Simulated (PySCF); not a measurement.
PySCF input for C₂H₈FNSi, SMILES C[Si](C)(N)F, TDA-PBE/def2-SVPD. Geometry: ωB97X-D3(BJ)/def2-SVP. This is a generated structure with no PubChem entry under its InChIKey; it may be hypothetical. Other conformers were not sampled.

```python
import numpy as np
from pyscf import gto, scf, dft, tdscf

mol = gto.M(
    atom='''
    C    -0.57043725   -0.80034422   -1.56538164
    Si    0.01565762    0.02341593    0.00000000
    C    -0.57043725   -0.80034424    1.56538162
    N    -0.48193972    1.67060899    0.00000001
    F     1.65627896   -0.11615753   -0.00000000
    H    -1.67053381   -0.80895399   -1.61830531
    H    -0.18950078   -0.27451576   -2.45602814
    H    -0.21244789   -1.84085885   -1.61579243
    H    -0.18950078   -0.27451578    2.45602814
    H    -1.67053382   -0.80895402    1.61830529
    H    -0.21244789   -1.84085886    1.61579240
    H    -0.38096363    2.23805990    0.83504751
    H    -0.38096363    2.23805992   -0.83504748
    ''',
    basis='def2-SVPD',
    charge=0,
    spin=0,
    symmetry=True,
    max_memory=1600,
    verbose=4,
)
mf = dft.RKS(mol, xc='pbe').density_fit(auxbasis='def2-universal-jkfit')
mf.grids.level = 3
mf.conv_tol = 1e-9
mf.max_cycle = 100
mf.kernel()
mf.grids = dft.Grids(mol).set(level=1).build(with_non0tab=True)  # coarser grid for the response kernel
td = tdscf.TDA(mf)
td.singlet = True
td.nstates = 10
td.conv_tol = 1e-4
td.positive_eig_threshold = 1e-6
td.kernel(x0=td.get_init_guess(mf, 15))
td.analyze()
tt = tdscf.TDA(mf)
tt.singlet = False
tt.nstates = 4
tt.conv_tol = 1e-4
tt.positive_eig_threshold = 1e-6
tt.kernel(x0=tt.get_init_guess(mf, 9))
tt.analyze(verbose=3)
```

Log of the run:

```
PySCF version 2.14.0

[INPUT] verbose = 4
[INPUT] num. atoms = 13
[INPUT] num. electrons = 50
[INPUT] charge = 0
[INPUT] spin (= nelec alpha-beta = 2S) = 0
[INPUT] symmetry True subgroup None
[INPUT] Mole.unit = angstrom
[INPUT] Symbol           X                Y                Z      unit          X                Y                Z       unit  Magmom
[INPUT]  1 C     -0.570437250000  -0.800344220000  -1.565381640000 AA   -1.077970173750  -1.512431381179  -2.958142580023 Bohr   0.0
[INPUT]  2 Si     0.015657620000   0.023415930000   0.000000000000 AA    0.029588613563   0.044249694652   0.000000000000 Bohr   0.0
[INPUT]  3 C     -0.570437250000  -0.800344240000   1.565381620000 AA   -1.077970173750  -1.512431418973   2.958142542228 Bohr   0.0
[INPUT]  4 N     -0.481939720000   1.670608990000   0.000000010000 AA   -0.910734079350   3.156993452336   0.000000018897 Bohr   0.0
[INPUT]  5 F      1.656278960000  -0.116157530000   0.000000000000 AA    3.129913620279  -0.219505919006   0.000000000000 Bohr   0.0
[INPUT]  6 H     -1.670533810000  -0.808953990000  -1.618305310000 AA   -3.156851382726  -1.528701488474  -3.058153821829 Bohr   0.0
[INPUT]  7 H     -0.189500780000  -0.274515760000  -2.456028140000 AA   -0.358104574591  -0.518759603277  -4.641220538825 Bohr   0.0
[INPUT]  8 H     -0.212447890000  -1.840858850000  -1.615792430000 AA   -0.401468327842  -3.478719060482  -3.053405166845 Bohr   0.0
[INPUT]  9 H     -0.189500780000  -0.274515780000   2.456028140000 AA   -0.358104574591  -0.518759641071   4.641220538825 Bohr   0.0
[INPUT] 10 H     -1.670533820000  -0.808954020000   1.618305290000 AA   -3.156851401623  -1.528701545166   3.058153784035 Bohr   0.0
[INPUT] 11 H     -0.212447890000  -1.840858860000   1.615792400000 AA   -0.401468327842  -3.478719079379   3.053405110154 Bohr   0.0
[INPUT] 12 H     -0.380963630000   2.238059900000   0.835047510000 AA   -0.719916924120   4.229320261371   1.578011094900 Bohr   0.0
[INPUT] 13 H     -0.380963630000   2.238059920000  -0.835047480000 AA   -0.719916924120   4.229320299166  -1.578011038208 Bohr   0.0

nuclear repulsion = 252.91828587773
point group symmetry = Cs
symmetry origin: [ 1.88972614e-09 -7.55890337e-10 -2.64561665e-09]
symmetry axis x: [ 1.00000000e+00  1.51701117e-08 -2.74749281e-09]
symmetry axis y: [ 1.51701117e-08 -1.00000000e+00  4.29704283e-09]
symmetry axis z: [2.74749275e-09 4.29704285e-09 1.00000000e+00]
num. orbitals of irrep A' = 99
num. orbitals of irrep A" = 72
number of shells = 75
number of NR pGTOs = 245
number of NR cGTOs = 171
basis = def2-SVPD
ecp = {}


[settings echo left out]
init E= -524.574898515704
HOMO (A') = -0.323566870937267  LUMO (A') = -0.0378837998177617  gap/eV = 7.77383
cycle= 1 E= -524.40041613143  delta_E= 0.174  |g|= 0.841  |ddm|= 4.55
HOMO (A') = -0.120283096788287  LUMO (A') = 0.0122799925971937  gap/eV = 3.60723
cycle= 2 E= -524.092293543292  delta_E= 0.308  |g|= 1.48  |ddm|= 3.79
HOMO (A') = -0.240114929848672  LUMO (A') = -0.0125559307588694  gap/eV = 6.19220
cycle= 3 E= -524.553451774067  delta_E= -0.461  |g|= 0.17  |ddm|= 2.87
HOMO (A') = -0.23368352753679  LUMO (A') = -0.0129318095200919  gap/eV = 6.00696
cycle= 4 E= -524.559205364048  delta_E= -0.00575  |g|= 0.0435  |ddm|= 0.213
HOMO (A') = -0.229223523063121  LUMO (A') = -0.0118508903468131  gap/eV = 5.91501
cycle= 5 E= -524.559566996684  delta_E= -0.000362  |g|= 0.0152  |ddm|= 0.0709
HOMO (A') = -0.231589840734956  LUMO (A') = -0.0122185840260265  gap/eV = 5.96940
cycle= 6 E= -524.559618815104  delta_E= -5.18e-05  |g|= 0.00409  |ddm|= 0.033
HOMO (A') = -0.231455200294786  LUMO (A') = -0.0123022407487374  gap/eV = 5.96346
cycle= 7 E= -524.559622020416  delta_E= -3.21e-06  |g|= 0.000955  |ddm|= 0.00585
HOMO (A') = -0.231515007108946  LUMO (A') = -0.0123131767186364  gap/eV = 5.96479
cycle= 8 E= -524.55962225095  delta_E= -2.31e-07  |g|= 0.000211  |ddm|= 0.00185
HOMO (A') = -0.231525138212451  LUMO (A') = -0.0123191068711543  gap/eV = 5.96490
cycle= 9 E= -524.559622262244  delta_E= -1.13e-08  |g|= 2.59e-05  |ddm|= 0.000316
HOMO (A') = -0.23152453570908  LUMO (A') = -0.0123191951724655  gap/eV = 5.96488
cycle= 10 E= -524.559622262412  delta_E= -1.67e-10  |g|= 5.41e-06  |ddm|= 5.86e-05
HOMO (A') = -0.231524338836388  LUMO (A') = -0.012319202693075  gap/eV = 5.96488
Extra cycle  E= -524.559622262413  delta_E= -6.82e-13  |g|= 5.95e-06  |ddm|= 1.98e-05
converged SCF energy = -524.559622262413
tot grids = 46968
Overwritten attributes  positive_eig_threshold  of <class 'pyscf.tdscf.rks.TDA'>


******** <class 'pyscf.tdscf.rks.TDA'> for <class 'pyscf.df.df_jk.DFSymAdaptedRKS'> ********
nstates = 10 singlet
deg_eia_thresh = 1.000e-03
wfnsym = None
conv_tol = 0.0001
eigh lindep = 1e-12
eigh level_shift = 0
eigh max_cycle = 100


Excitation energies (eV)
[6.05607166 7.00816776 7.04436017 7.08662616 7.75326704 7.91843224
 7.98345631 8.0076121  8.10288692 8.17932232]

** Singlet excitation energies and oscillator strengths **
Excited State   1:   A'      6.05607 eV    204.73 nm  f=0.0305
      25 -> 26        0.70292
Excited State   2:   A'      7.00817 eV    176.91 nm  f=0.0166
      25 -> 27       -0.70232
Excited State   3:   A"      7.04436 eV    176.00 nm  f=0.0488
      24 -> 26       -0.70396
Excited State   4:   A"      7.08663 eV    174.96 nm  f=0.0006
      25 -> 28        0.70492
Excited State   5:   A'      7.75327 eV    159.91 nm  f=0.0403
      25 -> 29        0.65521
      25 -> 31        0.18450
      25 -> 32       -0.10223
Excited State   6:   A"      7.91843 eV    156.58 nm  f=0.0027
      25 -> 30        0.70635
Excited State   7:   A"      7.98346 eV    155.30 nm  f=0.0387
      24 -> 27        0.70463
Excited State   8:   A'      8.00761 eV    154.83 nm  f=0.0707
      23 -> 26        0.69346
Excited State   9:   A'      8.10289 eV    153.01 nm  f=0.0057
      25 -> 31        0.43856
      25 -> 32        0.55203
Excited State  10:   A'      8.17932 eV    151.58 nm  f=0.0041
      24 -> 28       -0.49108
      25 -> 29       -0.13910
      25 -> 31        0.36760
      25 -> 32       -0.29751

** Transition electric dipole moments (AU) **
state          X           Y           Z        Dip. S.      Osc.
  1        -0.4506     -0.0471     -0.0000      0.2053      0.0305
  2         0.3034      0.0699      0.0000      0.0969      0.0166
  3        -0.0000      0.0000     -0.5316      0.2826      0.0488
  4         0.0000     -0.0000     -0.0601      0.0036      0.0006
  5         0.2703     -0.3732      0.0000      0.2123      0.0403
  6         0.0000     -0.0000      0.1190      0.0142      0.0027
  7        -0.0000      0.0000     -0.4448      0.1978      0.0387
  8        -0.1579     -0.5792     -0.0000      0.3604      0.0707
  9        -0.1019      0.1352     -0.0000      0.0287      0.0057
 10        -0.1419      0.0107     -0.0000      0.0202      0.0041

** Transition velocity dipole moments (imaginary part, AU) **
state          X           Y           Z        Dip. S.      Osc.
  1        -0.0867     -0.0080      0.0000      0.0076      0.0227
  2         0.0834      0.0088      0.0000      0.0070      0.0182
  3         0.0000     -0.0000     -0.1379      0.0190      0.0490
  4        -0.0000     -0.0000     -0.0239      0.0006      0.0015
  5         0.0489     -0.0702      0.0000      0.0073      0.0171
  6        -0.0000     -0.0000      0.0210      0.0004      0.0010
  7        -0.0000      0.0000     -0.1208      0.0146      0.0331
  8        -0.0447     -0.1547     -0.0000      0.0259      0.0587
  9        -0.0120      0.0310     -0.0000      0.0011      0.0025
 10        -0.0284     -0.0211     -0.0000      0.0013      0.0028

** Transition magnetic dipole moments (imaginary part, AU) **
state          X           Y           Z
  1         0.0000      0.0000     -0.6867
  2        -0.0000     -0.0000      0.2868
  3         0.1366     -0.1616     -0.0000
  4        -0.0124      0.1252     -0.0000
  5         0.0000     -0.0000      0.2299
  6        -0.0560     -0.1582     -0.0000
  7        -0.4807     -0.0556      0.0000
  8         0.0000     -0.0000      0.1923
  9        -0.0000     -0.0000     -0.1239
 10         0.0000      0.0000      0.0669


******** <class 'pyscf.tdscf.rks.TDA'> for <class 'pyscf.df.df_jk.DFSymAdaptedRKS'> ********
nstates = 4 triplet
deg_eia_thresh = 1.000e-03
wfnsym = None
conv_tol = 0.0001
eigh lindep = 1e-12
eigh level_shift = 0
eigh max_cycle = 100


Excitation energies (eV)
[5.82679942 6.80935954 6.92240103 7.04498606]

** Triplet excitation energies and oscillator strengths **
Excited State   1:   A'      5.82680 eV    212.78 nm  f=0.0000
Excited State   2:   A'      6.80936 eV    182.08 nm  f=0.0000
Excited State   3:   A"      6.92240 eV    179.11 nm  f=0.0000
Excited State   4:   A"      7.04499 eV    175.99 nm  f=0.0000
```

The calculation finished and met its thresholds.

Cost: roughly 110 core-seconds.
